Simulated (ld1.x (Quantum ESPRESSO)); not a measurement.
## Au: PAW pseudisation with PBE, fully relativistic reference atom.

```json
{"Element": "gold (Au)", "Generator": "ld1.x (Quantum ESPRESSO) 7.5", "Type": "PAW", "Functional": "PBE", "Relativity": "fully relativistic", "Frozen core": "[Kr] 4d10 4f14", "Valence charge": "19", "Reference configuration": "5s2 5p6 5d10 6s0.75 6p0 (charge +0.25)", "Partial waves": "5s (bound): rcut 1.20, rcutus 1.30 bohr; 6s (bound): rcut 1.20, rcutus 1.30 bohr; 5p (bound): rcut 1.45, rcutus 1.65 bohr; 6p (bound, empty): rcut 1.45, rcutus 1.65 bohr; 5d (bound): rcut 1.90, rcutus 2.05 bohr; 5d channel at 0.4 Ry: rcut 1.90, rcutus 2.05 bohr", "Local potential": "all-electron potential smoothed inside 1.55 bohr (lloc = -2)", "Core correction": "Bessel-smoothed model core, default radius (core density twice the valence density)", "Augmentation charge": "PSQ, inside the norm-conserving radii"}
```

Open shells are filled in proportion to 2j + 1 (rel_dist='average').

All-electron outer shells of the reference configuration (PBE, scalar-relativistic, ld1.x):

```tsv
shell	level (eV)	outermost node (bohr)	outermost maximum (bohr)
4d	-327.89	0.20	0.41
5s	-110.37	0.48	0.84
4f	-83.12	–	0.37
5p	-61.80	0.52	0.96
5d	-8.88	0.56	1.21
6s	-7.54	1.11	2.29
6p	-2.12	1.32	3.42
```

Problem. Tests: 5s2 5p6 5d10 6s1 6p0; 5s2 5p6 5d10 6s0 6p0; 5s2 5p6 5d9 6s0 6p0; 5s2 5p6 5d7 6s0 6p0; 5s2 5p6 5d9 6s2 6p0; 5s1 5p6 5d10 6s1 6p0; 5s2 5p5 5d10 6s1 6p0. Which has the largest error in its energy relative to the reference configuration, and how large is it?

Solution. 5s1 5p6 5d10 6s1 6p0, with -78 meV (all-electron minus pseudo) on +113.38 eV.

The ghost test of this file was not conclusive.
